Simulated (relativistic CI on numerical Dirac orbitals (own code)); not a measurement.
## Co+: resonant inelastic scattering at the M2,3 edge

Computed with this model: Dirac-Coulomb-Breit CI, KLI orbitals optimised for each configuration, model QED (radiative potential, 1s self-energy scaled to tabulated hydrogen-like ionisation energies), valence Slater integrals scaled by 0.7, Kramers-Heisenberg scattering through one core-hole configuration in a parametric crystal field; configurations [Ar] 3d8 → [Ne] 3s2 3p5 3d9; 300 K; core-hole width 0.8 eV; summed over polarisations. Incident energies are the highest absorption maxima for each field (at most a few, so the weaker spin-orbit partner edge can be absent), on the computed scale of the free ion. Intensities are in per cent of the strongest line above 0.02 eV; levels within 1 cm⁻¹ are merged; final levels count from the ground level, the first row holds all elastic scattering, lines under 0.4 are left out and each table stops after 24 rows. The scale of the Slater integrals is a model choice and moves the terms in proportion.

Field parameters in Wybourne normalisation: D4h B²₀ = −7Ds, B⁴₀ = 21(Dq − Dt), B⁴₄ = 21√(5/14) Dq; Oh B⁴₀ = 21Dq, B⁴₄ = √(5/14) B⁴₀. The field is a parameter set, without covalency.

S is read from ⟨S²⟩ = S(S + 1).

Oh, 10Dq = 18150 cm⁻¹:

| Final level (eV) | Degeneracy | Irrep | S | 63.7 eV | 67.5 eV |
| --- | --- | --- | --- | --- | --- |
| 0.000 | 3 | T2 | 1.00 | 165.4 | 79.3 |
| 1.459 | 2 | E | 0.02 | 26.0 | 5.4 |
| 2.238 | 3 | T1 | 1.00 | 22.7 | 80.6 |
| 2.239 | 2 | E | 1.00 | 4.7 | 56.2 |
| 2.266 | 3 | T2 | 1.00 | 86.1 | 74.3 |
| 2.281 | 1 | A2 | 1.00 | 9.8 | 18.4 |
| 2.631 | 1 | A1 | 0.03 | 0.8 | 5.7 |
| 3.199 | 1 | A1 | 0.99 | 2.7 | 62.3 |
| 3.201 | 3 | T1 | 1.00 | 15.0 | 75.6 |
| 3.217 | 3 | T2 | 1.00 | 13.1 | 100.0 |
| 3.221 | 2 | E | 1.00 | 2.0 | 71.1 |
| 3.691 | 3 | T2 | 0.01 | 18.6 | 4.4 |
| 4.128 | 3 | T1 | 0.00 | 1.1 | 1.8 |
| 5.004 | 1 | A1 | 1.00 | 3.8 | 7.1 |
| 5.012 | 3 | T1 | 1.00 | 13.5 | 35.5 |
| 5.018 | 2 | E | 1.00 | 6.8 | 15.4 |
| 5.020 | 3 | T2 | 1.00 | 24.7 | 29.9 |
| 6.115 | 2 | E | 0.00 | 9.1 | 0.3 |
| 6.137 | 3 | T2 | 0.00 | 4.5 | 2.7 |

D4h, 10Dq = 7600, Ds = 270, Dt = -110 cm⁻¹:

```
Final level (eV)  Degeneracy  Irrep     S  62.2 eV  63.8 eV  66.1 eV
           0.000           2      E  1.00    103.5     19.8    172.7
           0.000           1     B2  1.00      7.0      2.2      1.9
           0.933           1     B1  0.99      8.5      7.3     57.9
           0.946           2      E  1.00     24.9      7.3     94.7
           1.032           1     A1  0.99      7.7      6.5     64.7
           1.046           1     A2  1.00      7.0      3.7     51.0
           1.067           2      E  1.00     30.7      6.6     88.4
           1.082           1     B1  1.00      5.9      6.5     39.9
           1.083           1     B2  1.00     19.6      3.0     48.0
           1.423           1     A1  0.16      4.7      8.2      5.3
           1.438           1     B1  0.11      4.5      7.8      3.8
           1.602           1     A1  0.99      8.2      8.8     97.0
           1.625           2      E  1.00     22.1     14.7    100.0
           1.667           1     A2  1.00     11.4      7.5     48.3
           1.710           2      E  1.00     14.9     12.8     77.7
           1.719           1     A1  0.96      1.5      5.8     34.7
           1.728           1     B2  1.00      7.0      6.7     39.6
           1.746           1     B1  0.97      1.9      5.4     34.8
           2.345           1     B2  0.05      1.9      5.1      1.4
           2.410           1     A1  0.02      0.3      0.2      0.7
           2.440           2      E  0.08      4.3     10.4      3.1
           2.758           1     A2  0.02      0.1      0.1      1.1
           2.845           1     B1  1.00      2.4      3.1     24.9
           2.855           1     A1  1.00      2.4      3.6     25.2
```

Oh, 10Dq = 17700 cm⁻¹:

```tsv
Final level (eV)	Degeneracy	Irrep	S	63.6 eV	67.4 eV
0.000	3	T2	1.00	159.7	79.0
1.458	2	E	0.02	25.5	5.5
2.182	3	T1	1.00	22.9	81.6
2.184	2	E	1.00	4.9	54.9
2.210	3	T2	1.00	81.9	73.9
2.225	1	A2	1.00	10.7	17.9
2.623	1	A1	0.04	0.8	6.0
3.136	1	A1	0.99	2.7	61.5
3.138	3	T1	1.00	15.3	77.3
3.155	3	T2	1.00	13.0	100.0
3.159	2	E	1.00	2.0	70.1
3.634	3	T2	0.01	18.2	4.3
4.072	3	T1	0.00	0.9	1.8
4.901	1	A1	1.00	3.2	7.3
4.908	3	T1	1.00	13.4	35.0
4.912	2	E	1.00	7.2	14.9
4.915	3	T2	1.00	22.9	30.3
6.004	2	E	0.00	8.9	0.3
6.027	3	T2	0.00	4.3	2.6
```

For the first field the strongest loss at the lowest incident energy is the level at 2.27 eV (S = 1.00, against 1.00 in the thermal ground state). Levels of other spin, the first over 8 % at 1.46 eV, appear because spin-orbit coupling of the core hole, and in heavier ions of the valence shell too, mixes spins.
